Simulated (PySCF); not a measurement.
Species: C₁₀H₁₄O.
Bonds: O1–C2 (double), C2–C3, C3–C4 (double), C4–C5 (double), C5–C6, C6–C7, C7–C8, C8–C9, C9–C10, C10–C11, C3–C11. Hydrogens: H12 on C2; H13 on C5; H14, H15 on C6; H16, H17 on C7; H18, H19 on C8; H20, H21 on C9; H22, H23 on C10; H24, H25 on C11.

Method: PySCF, PBE0-D3(BJ)/def2-SVP geometry optimisation, gas phase; density fitting, grid level 2; the optimiser is geomeTRIC in internal coordinates, started from a GFN2-xTB structure.

Step 0: E = -12620.3944 eV
```
atom  x, y, z in Å  |  force x, y, z in eV/Å
O1      3.0613   -2.2550   -0.9140   -0.083  -0.105   0.048
C2      2.7382   -1.1404   -0.5835    0.331   0.040  -0.263
C3      1.5775   -0.8128    0.2460   -0.210  -0.730   0.364
C4      1.3112    0.4405    0.5328    0.396  -0.225  -0.042
C5      0.9581    1.6590    0.7863   -0.234   0.706  -0.303
C6      0.0025    2.4425   -0.0811   -0.416  -0.371   0.232
C7     -1.4147    1.8533   -0.0884    0.432  -0.179  -0.386
C8     -1.4537    0.3998   -0.5779   -0.171   0.266   0.690
C9     -1.4636   -0.6375    0.5565    0.173  -0.273  -0.668
C10    -0.7098   -1.9278    0.2053    0.185   0.325   0.537
C11     0.7248   -1.9546    0.7462   -0.375   0.169  -0.422
H12     3.3239   -0.2553   -0.9008    0.222   0.254  -0.133
H13     1.3451    2.1587    1.6644    0.266   0.139   0.511
H14    -0.0373    3.4735    0.2722    0.068   0.326   0.034
H15     0.3783    2.4513   -1.1072    0.111   0.104  -0.291
H16    -1.8468    1.9182    0.9119   -0.219   0.083   0.310
H17    -2.0216    2.4774   -0.7477   -0.226   0.248  -0.115
H18    -2.3454    0.2510   -1.1902   -0.205  -0.091  -0.264
H19    -0.5933    0.2290   -1.2259    0.202  -0.092  -0.315
H20    -2.5010   -0.8782    0.7978   -0.310  -0.012   0.149
H21    -1.0201   -0.2096    1.4560    0.020   0.137   0.343
H22    -0.6956   -2.0627   -0.8778   -0.034  -0.135  -0.358
H23    -1.2327   -2.7860    0.6320   -0.150  -0.316   0.044
H24     0.6928   -1.9283    1.8384    0.026  -0.045   0.295
H25     1.2110   -2.8819    0.4368    0.199  -0.224   0.000
```

Question: Estimate the geometry and energy of step 1. (The exact step hangs on the optimiser's Hessian estimate; all steps are aligned on step 0, rigid shifts and turns removed.)

Answer: E = -12620.4753 eV, largest force 0.128 eV/Å
```
atom  x, y, z in Å  |  force x, y, z in eV/Å
O1      3.0565   -2.2434   -0.9479    0.026   0.009  -0.017
C2      2.7602   -1.1279   -0.5963   -0.050  -0.073   0.025
C3      1.5985   -0.8209    0.2707    0.067   0.075  -0.052
C4      1.3566    0.4481    0.5505   -0.057  -0.013   0.017
C5      0.9934    1.6808    0.7893    0.059   0.001   0.084
C6      0.0079    2.4411   -0.0721    0.035   0.094  -0.061
C7     -1.4083    1.8579   -0.0978   -0.073   0.032   0.070
C8     -1.4818    0.4034   -0.5752    0.030  -0.042  -0.117
C9     -1.4924   -0.6583    0.5377   -0.020   0.039   0.113
C10    -0.7109   -1.9388    0.2222   -0.033  -0.051  -0.093
C11     0.7252   -1.9558    0.7499    0.048  -0.055   0.086
H12     3.3566   -0.2361   -0.9106   -0.004   0.007   0.001
H13     1.4014    2.1751    1.6830   -0.027  -0.018  -0.050
H14    -0.0272    3.4862    0.2746   -0.008  -0.037  -0.025
H15     0.3916    2.4715   -1.1074   -0.015   0.012   0.046
H16    -1.8669    1.9433    0.9044    0.014   0.007  -0.053
H17    -2.0116    2.5028   -0.7589    0.026  -0.020   0.020
H18    -2.3836    0.2664   -1.1958    0.033   0.017   0.021
H19    -0.6361    0.2136   -1.2597   -0.051   0.012   0.017
H20    -2.5413   -0.9119    0.7672    0.039  -0.004  -0.010
H21    -1.0928   -0.2217    1.4698   -0.039  -0.028  -0.029
H22    -0.7061   -2.1096   -0.8699   -0.004  -0.010   0.057
H23    -1.2270   -2.8109    0.6574    0.021   0.029  -0.010
H24     0.6998   -1.9418    1.8536    0.007  -0.007  -0.050
H25     1.2272   -2.8889    0.4491   -0.023   0.022   0.009
```

The energy changes by -0.0809 eV. The first-order estimate −F·Δx gives -0.1726 eV and the mean of the old and new forces, exact on a quadratic surface, -0.0810 eV. The step makes an angle of 69° with the force vector and moves no atom by more than 0.075 Å.

What follows is the cost of the whole optimisation. The run took 2.7 min on Arm Neoverse V1, one thread, on a shared host, and the process peaked at 1.1 GiB of memory.
